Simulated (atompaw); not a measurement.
**What one change does to a pseudopotential (Au (Z = 79), PAW (atompaw))**

- Element: Au
- Generator: atompaw 4.2.0.5
- Type: PAW
- Functional: PBE
- Relativity: non-relativistic
- Frozen core: [Kr] 4d10 4f14
- Valence charge: 19
- Reference configuration: 5s2 5p6 5d10 6s1 6p0
- Partial waves: 5s (bound): rc 1.45 bohr; 6s (bound): rc 2.10 bohr; 5p (bound): rc 1.40 bohr; 6p (bound, empty): rc 2.10 bohr; 5d (bound): rc 2.10 bohr; 5d channel at 0.4 Ry: rc 1.80 bohr
- Local potential: troulliermartins scheme with l = 3 at 0.5 Ry, radius 1.45 bohr
- Core correction: smooth core density matched at 1.70 bohr
- Augmentation charge: sinc compensation charge, radius 2.00 bohr; PAW radius 2.10 bohr; waves and projectors: custom polynom2 7 10 vanderbiltortho

Change: local potential troulliermartins scheme with l = 3 at 0.5 Ry, radius 1.24 bohr.

Cutoffs: the cutoffs (Ry, on a coarse ladder) from which the occupation-weighted sum of valence levels, in a spherical-Bessel basis at the reference potential, stays within 10 and 1 mRy of its value at 400 Ry; they do not see the model core or the augmentation charge, which bear on the density cutoff.

What does the change do?

The potential gets softer (70 Ry and 260 Ry → 60 Ry and 260 Ry); the bound ghosts move from d to d, s; the range in which the s phases agree widens (upper end 0.1 → 3.3). A state that the projectors do not describe sees the local part alone, so a deeper or shallower local part can create or remove a ghost.

```tsv
quantity	base	changed
cutoff, loose	70 Ry	60 Ry
cutoff, tight	260 Ry	260 Ry
bound ghosts	d	s, d
s: phases at 2.10 bohr within 0.05 rad from the reference energy up to (Ry; the scan ends near 5)	0.1	3.3
p: phases at 2.10 bohr within 0.05 rad from the reference energy up to (Ry; the scan ends near 5)	1.2	0.8
d: phases at 2.10 bohr within 0.05 rad from the reference energy up to (Ry; the scan ends near 5)	n/a	3.8
lowest overlap eigenvalue by channel	s 0.53, p 0.66, d 1.00	s 0.48, p 0.63, d 1.00
```

 A true bound ghost makes a file unfit for plane-wave use even where its test errors are small: the radial tests pick states by their node count and pass the ghost by. The cutoffs see the waves, projectors and local potential, not the compensation charge or the core.
